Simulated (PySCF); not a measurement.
PySCF job for CH7FO2Si2, SMILES F[Si@H](O[SiH3])OC, TDDFT-PBE/def2-SVPD. Coordinates come from a r2SCAN-D4/def2-SVP optimisation. The structure was generated by enumeration; whether it is a known compound was not checked. One conformer was computed; it need not be the lowest.

```python
import numpy as np
from pyscf import gto, scf, dft, tdscf

mol = gto.M(
    atom='''
    C     2.21568765    0.50979965   -1.10759486
    O     1.88144326    0.47525065    0.26737469
    Si    0.46882599   -0.06633223    0.89000592
    F     0.36159543   -1.67768904    0.72347791
    O    -0.80748592    0.56348774    0.07088812
    Si   -2.22528980    0.18328348   -0.71789380
    H     1.42976717    1.00915116   -1.70124585
    H     2.36915971   -0.50752078   -1.50800568
    H     3.15262760    1.07419918   -1.22265041
    H     0.44492505    0.27520209    2.31891331
    H    -3.09880745   -0.65350150    0.15509458
    H    -2.92022305    1.45716366   -1.04762197
    H    -1.92709915   -0.56151504   -1.97588849
    ''',
    basis='def2-SVPD',
    charge=0,
    spin=0,
    max_memory=1600,
    verbose=4,
)
mf = dft.RKS(mol, xc='pbe').density_fit(auxbasis='def2-universal-jkfit')
mf.grids.level = 3
mf.conv_tol = 1e-9
mf.max_cycle = 100
mf.kernel()
mf.grids = dft.Grids(mol).set(level=1).build(with_non0tab=True)  # coarser grid for the response kernel
td = tdscf.TDDFT(mf)
td.singlet = True
td.nstates = 10
td.conv_tol = 1e-4
td.positive_eig_threshold = 1e-6
td.kernel(x0=td.get_init_guess(mf, 15))
td.analyze()
tt = tdscf.TDA(mf)
tt.singlet = False
tt.nstates = 4
tt.conv_tol = 1e-4
tt.positive_eig_threshold = 1e-6
tt.kernel(x0=tt.get_init_guess(mf, 9))
tt.analyze(verbose=3)
```

Log of the run:

```
PySCF version 2.14.0

[INPUT] verbose = 4
[INPUT] num. atoms = 13
[INPUT] num. electrons = 66
[INPUT] charge = 0
[INPUT] spin (= nelec alpha-beta = 2S) = 0
[INPUT] symmetry False subgroup None
[INPUT] Mole.unit = angstrom
[INPUT] Symbol           X                Y                Z      unit          X                Y                Z       unit  Magmom
[INPUT]  1 C      2.215687650000   0.509799650000  -1.107594860000 AA    4.187042836081   0.963381716899  -2.093050942376 Bohr   0.0
[INPUT]  2 O      1.881443260000   0.475250650000   0.267374690000 AA    3.555412480309   0.898093569022   0.505264936740 Bohr   0.0
[INPUT]  3 Si     0.468825990000  -0.066332230000   0.890005920000 AA    0.885952721178  -0.125349747932   1.681867438042 Bohr   0.0
[INPUT]  4 F      0.361595430000  -1.677689040000   0.723477910000 AA    0.683316330594  -3.170372807784   1.367175107073 Bohr   0.0
[INPUT]  5 O     -0.807485920000   0.563487740000   0.070888120000 AA   -1.525927238242   1.064837503150   0.133959132285 Bohr   0.0
[INPUT]  6 Si    -2.225289800000   0.183283480000  -0.717893800000 AA   -4.205188269788   0.346355580357  -1.356622668523 Bohr   0.0
[INPUT]  7 H      1.429767170000   1.009151160000  -1.701245850000 AA    2.701868373194   1.907019310687  -3.214888727053 Bohr   0.0
[INPUT]  8 H      2.369159710000  -0.507520780000  -1.508005680000 AA    4.477062997254  -0.959075276726  -2.849717729489 Bohr   0.0
[INPUT]  9 H      3.152627600000   1.074199180000  -1.222650410000 AA    5.957602736745   2.029942253432  -2.310474420987 Bohr   0.0
[INPUT] 10 H      0.444925050000   0.275202090000   2.318913310000 AA    0.840786490458   0.520056579008   4.382111062509 Bohr   0.0
[INPUT] 11 H     -3.098807450000  -0.653501500000   0.155094580000 AA   -5.855897393262  -1.234938856992   0.293086279604 Bohr   0.0
[INPUT] 12 H     -2.920223050000   1.457163660000  -1.047621970000 AA   -5.518421787142   2.753640236069  -1.979718605377 Bohr   0.0
[INPUT] 13 H     -1.927099150000  -0.561515040000  -1.975888490000 AA   -3.641689608382  -1.061109640424  -3.733888098780 Bohr   0.0

nuclear repulsion = 400.570837118252
number of shells = 83
number of NR pGTOs = 283
number of NR cGTOs = 193
basis = def2-SVPD
ecp = {}


[settings echo left out]
init E= -871.047545861053
  HOMO = -0.344957741483983  LUMO = -0.0684294244681736  gap/eV = 7.52472
cycle= 1 E= -870.535276079543  delta_E= 0.512  |g|= 1.11  |ddm|= 5.58
  HOMO = -0.111175322179856  LUMO = -0.0149245484887408  gap/eV = 2.61912
cycle= 2 E= -869.577071512544  delta_E= 0.958  |g|= 2.44  |ddm|= 3.59
  HOMO = -0.279020051146084  LUMO = -0.0364696162339713  gap/eV = 6.60013
cycle= 3 E= -870.754484628393  delta_E= -1.18  |g|= 0.212  |ddm|=  2.6
  HOMO = -0.265790654794062  LUMO = -0.0321816148123242  gap/eV = 6.35683
cycle= 4 E= -870.75986310786  delta_E= -0.00538  |g|= 0.168  |ddm|= 0.481
  HOMO = -0.263547460247438  LUMO = -0.0338394348823674  gap/eV = 6.25067
cycle= 5 E= -870.764584640626  delta_E= -0.00472  |g|= 0.0275  |ddm|= 0.162
  HOMO = -0.266136094094297  LUMO = -0.0341774346467267  gap/eV = 6.31192
cycle= 6 E= -870.764747824643  delta_E= -0.000163  |g|= 0.00944  |ddm|= 0.049
  HOMO = -0.265593013300553  LUMO = -0.0340901456319047  gap/eV = 6.29951
cycle= 7 E= -870.764763559427  delta_E= -1.57e-05  |g|= 0.0034  |ddm|= 0.0131
  HOMO = -0.265790908278009  LUMO = -0.0339601767038933  gap/eV = 6.30844
cycle= 8 E= -870.764765745224  delta_E= -2.19e-06  |g|= 0.000909  |ddm|= 0.0054
  HOMO = -0.265749346899719  LUMO = -0.0339667848885048  gap/eV = 6.30712
cycle= 9 E= -870.764765901306  delta_E= -1.56e-07  |g|= 0.000262  |ddm|= 0.00111
  HOMO = -0.265783358713726  LUMO = -0.0339806868929262  gap/eV = 6.30767
cycle= 10 E= -870.764765919046  delta_E= -1.77e-08  |g|= 4.33e-05  |ddm|= 0.000327
  HOMO = -0.265783052430762  LUMO = -0.0339837942738161  gap/eV = 6.30758
cycle= 11 E= -870.764765919423  delta_E= -3.77e-10  |g|= 1.9e-05  |ddm|= 0.000104
  HOMO = -0.26578280479901  LUMO = -0.0339808482893775  gap/eV = 6.30765
Extra cycle  E= -870.764765919322  delta_E= 1e-10  |g|= 3.07e-05  |ddm|= 7.44e-05
converged SCF energy = -870.764765919322
tot grids = 50968
Overwritten attributes  positive_eig_threshold  of <class 'pyscf.tdscf.rks.CasidaTDDFT'>


******** <class 'pyscf.tdscf.rks.CasidaTDDFT'> for <class 'pyscf.df.df_jk.DFRKS'> ********
nstates = 10 singlet
deg_eia_thresh = 1.000e-03
wfnsym = None
conv_tol = 0.0001
eigh lindep = 1e-12
eigh level_shift = 0
eigh max_cycle = 100


Excitation energies (eV)
[6.32661513 6.73399663 7.07222248 7.08891308 7.17986176 7.51677478
 7.53131843 7.68149779 7.76496909 7.84080635]

** Singlet excitation energies and oscillator strengths **
Excited State   1:      6.32662 eV    195.97 nm  f=0.0020
      33 -> 34        0.70579
Excited State   2:      6.73400 eV    184.12 nm  f=0.0012
      32 -> 34        0.70101
Excited State   3:      7.07222 eV    175.31 nm  f=0.0014
      30 -> 34       -0.37788
      31 -> 34        0.59395
Excited State   4:      7.08891 eV    174.90 nm  f=0.0036
      30 -> 34       -0.58578
      31 -> 34       -0.37854
Excited State   5:      7.17986 eV    172.68 nm  f=0.0222
      33 -> 35        0.69228
Excited State   6:      7.51677 eV    164.94 nm  f=0.0117
      33 -> 36        0.69232
Excited State   7:      7.53132 eV    164.62 nm  f=0.0150
      32 -> 35       -0.69989
Excited State   8:      7.68150 eV    161.41 nm  f=0.0122
      33 -> 37       -0.65364
      33 -> 38       -0.23224
Excited State   9:      7.76497 eV    159.67 nm  f=0.0047
      32 -> 36        0.13440
      33 -> 37       -0.17387
      33 -> 38        0.62933
      33 -> 39        0.20606
Excited State  10:      7.84081 eV    158.13 nm  f=0.0152
      31 -> 35        0.54823
      32 -> 36        0.35124
      33 -> 39       -0.26174

** Transition electric dipole moments (AU) **
state          X           Y           Z        Dip. S.      Osc.
  1        -0.0920     -0.0473      0.0452      0.0127      0.0020
  2        -0.0533     -0.0101      0.0647      0.0071      0.0012
  3        -0.0906     -0.0065      0.0032      0.0083      0.0014
  4        -0.1243     -0.0490     -0.0547      0.0208      0.0036
  5        -0.3286     -0.0038      0.1350      0.1262      0.0222
  6        -0.1231      0.1144     -0.1878      0.0635      0.0117
  7         0.1678      0.0125     -0.2300      0.0812      0.0150
  8         0.0480      0.2010     -0.1494      0.0650      0.0122
  9         0.1124     -0.0128     -0.1104      0.0250      0.0047
 10        -0.1640      0.2048     -0.1018      0.0792      0.0152

** Transition velocity dipole moments (imaginary part, AU) **
state          X           Y           Z        Dip. S.      Osc.
  1        -0.0219     -0.0126      0.0081      0.0007      0.0020
  2        -0.0110     -0.0024      0.0107      0.0002      0.0006
  3        -0.0259     -0.0052      0.0037      0.0007      0.0018
  4        -0.0350     -0.0084     -0.0127      0.0015      0.0037
  5        -0.0894      0.0014      0.0348      0.0092      0.0233
  6        -0.0324      0.0297     -0.0507      0.0045      0.0109
  7         0.0502      0.0025     -0.0669      0.0070      0.0169
  8         0.0134      0.0606     -0.0416      0.0056      0.0132
  9         0.0323     -0.0041     -0.0290      0.0019      0.0045
 10        -0.0469      0.0597     -0.0274      0.0065      0.0151

** Transition magnetic dipole moments (imaginary part, AU) **
state          X           Y           Z
  1         0.0774      0.3702      0.1071
  2        -0.1658      1.0265     -0.2287
  3         0.5233     -0.3405     -0.5723
  4        -0.3055     -0.1839      0.8093
  5        -0.3001      0.1767     -0.1853
  6         0.5448     -0.2612     -0.1714
  7        -0.0122      0.4201     -0.0391
  8        -0.1552     -0.4968     -0.1450
  9         0.4500     -0.2318      0.2117
 10         0.0337     -0.0326      0.0801
Overwritten attributes  positive_eig_threshold  of <class 'pyscf.tdscf.rks.TDA'>


******** <class 'pyscf.tdscf.rks.TDA'> for <class 'pyscf.df.df_jk.DFRKS'> ********
nstates = 4 triplet
deg_eia_thresh = 1.000e-03
wfnsym = None
conv_tol = 0.0001
eigh lindep = 1e-12
eigh level_shift = 0
eigh max_cycle = 100


Excitation energies (eV)
[6.26325815 6.51341508 6.75900589 6.92418389]

** Triplet excitation energies and oscillator strengths **
Excited State   1:      6.26326 eV    197.95 nm  f=0.0000
Excited State   2:      6.51342 eV    190.35 nm  f=0.0000
Excited State   3:      6.75901 eV    183.44 nm  f=0.0000
Excited State   4:      6.92418 eV    179.06 nm  f=0.0000
```

Self-consistency was reached.

Cost: very roughly 80 core-seconds.
